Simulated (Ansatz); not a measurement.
`O[CH2][GaH][Br]` and `OCBBr` differ in one element.

Ansatz, PBE0-D4/def2-TZVP geometries, multiplicity 1. Each molecule was computed in one conformer, which needn't be the lowest.

Scalar relativity is left out up to krypton. Spin–orbit coupling is left out; it splits and shifts lone-pair levels of the heavy atoms by tenths of an eV.

| property | `O[CH2][GaH][Br]` |
| --- | --- |
| HOMO–LUMO gap (PBE/def2-TZVPP) / eV | 4.27 |
| zero-point energy (PBE0-D4/def2-TZVP) / kJ/mol | 128.2 |
| HOMO–LUMO gap (B3LYP/def2-TZVPP) / eV | 5.79 |
| HOMO energy (PBE0/def2-TZVPP) / eV | -7.76 |
| ideal-gas entropy at 298 K and 1 bar (rigid rotor, harmonic PBE0-D4/def2-TZVP) / J/(mol·K) | 356 |
| LUMO energy (ωB97M-V/def2-TZVPP) / eV | 0.23 |

**Question.** Give the same properties after the change, and the shifts. (An estimate is asked.)

**Answer.** Computed: 
```csv
property,`OCBBr`,shift
HOMO–LUMO gap (PBE/def2-TZVPP) / eV,3.88,-0.39
zero-point energy (PBE0-D4/def2-TZVP) / kJ/mol,143.4,15.2
HOMO–LUMO gap (B3LYP/def2-TZVPP) / eV,6.03,0.24
HOMO energy (PBE0/def2-TZVPP) / eV,-8.14,-0.38
"ideal-gas entropy at 298 K and 1 bar (rigid rotor, harmonic PBE0-D4/def2-TZVP) / J/(mol·K)",317,-39
LUMO energy (ωB97M-V/def2-TZVPP) / eV,0.35,0.12
```

With PBE0 the HOMO falls by 0.38 eV and the LUMO falls by 0.18 eV, so the gap widens by about 0.20 eV. PBE moves the HOMO by 0.05 eV and ωB97M-V by -0.63 eV. Modes under 60 cm⁻¹, often nearly free rotors, make the harmonic entropy too high.

Positive LUMOs are unbound, so they and the gaps depend on the basis.

B3LYP here is the variant with VWN-RPA as its local correlation; programs differ in this.
